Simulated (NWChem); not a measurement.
Molecule: MnHOCl, sextet; SMILES [Mn]([Cl])[OH]

```xyz
4

Mn    -0.0188    -0.4521     0.0000
Cl     0.0530     1.7337     0.0000
O     -0.2183    -2.2320     0.0000
H      0.4350    -2.9503     0.0000
```
Atoms are numbered in this order, from 1.

Level: PBE-D3(BJ)/def2-SVP, spin-unrestricted (NWChem), optimised geometry, unscaled harmonic frequencies. This spin state was assumed; another may lie lower.

```json
[
 {"frequency (cm⁻¹)": "84", "IR intensity (km/mol)": "12.3"},
 {"frequency (cm⁻¹)": "89", "IR intensity (km/mol)": "0.0"},
 {"frequency (cm⁻¹)": "388", "IR intensity (km/mol)": "9.4"},
 {"frequency (cm⁻¹)": "429", "IR intensity (km/mol)": "187.1"},
 {"frequency (cm⁻¹)": "714", "IR intensity (km/mol)": "126.3"},
 {"frequency (cm⁻¹)": "3785", "IR intensity (km/mol)": "92.6"}
]
```

```yaml
zero_point_energy: 7.8 kcal/mol
thermal correction to the enthalpy at 298.15 K (with zero-point energy): 11.6 kcal/mol
heat capacity Cv: 13.6 cal/(mol K)
"entropy at 298.15 K and 1 atm (symmetry number 1, electronic part: spin degeneracy alone)": 74.6 cal/(mol K)
dipole_moment: 2.76 D
```

Rigid rotor and harmonic oscillator; modes under 100 cm⁻¹ make the entropy uncertain.
